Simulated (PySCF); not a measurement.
Isomers of C7H15F, one conformer each; single-point electronic energies without zero-point terms and without any empirical dispersion term.

All values: PBE0/pcSseg-1 (PySCF, non-relativistic), each on one gas-phase PBE0-D3(BJ)/def2-SVP geometry that isn't relaxed in the solvent. The solvent is an IEF-PCM continuum (Bondi radii, 1.10 Å for H, scaled by 1.2). The model holds no explicit solvent molecules, cavitation or dispersion.

| isomer | relative energy, gas (kJ/mol) | dipole (D) |
| --- | --- | --- |
| `CC(C)C(F)C(C)C` | 0.0 | 1.68 |
| `C([C@H](C)C(C)(C)C)F` | 25.5 | 1.89 |

Q: How do the relative energies look in tetrahydrofuran (ε = 7.426)?

A: 
```tsv
isomer	relative energy, solvent (kJ/mol)	E(solvent) − E(gas) (kJ/mol)	dipole in solvent (D)
`CC(C)C(F)C(C)C`	0.0	-8.5	2.18
`C([C@H](C)C(C)(C)C)F`	24.4	-9.6	2.22
```

The order is unchanged. Conformers: `[CH3:1][CH:2]([CH3:3])[CH:4]([F:5])[CH:6]([CH3:7])[CH3:8]` with C1–C2–C4–F5 -56°, C2–C4–C6–C7 57°; `[CH3:1][C@@H:2]([CH2:3][F:4])[C:5]([CH3:6])([CH3:7])[CH3:8]` with C1–C2–C3–F4 -61°. `C([C@H](C)C(C)(C)C)F` gains most from the continuum, and it has the largest gas-phase dipole. The gains span 1.1 kJ/mol, the gas-phase energies 25.5 kJ/mol.
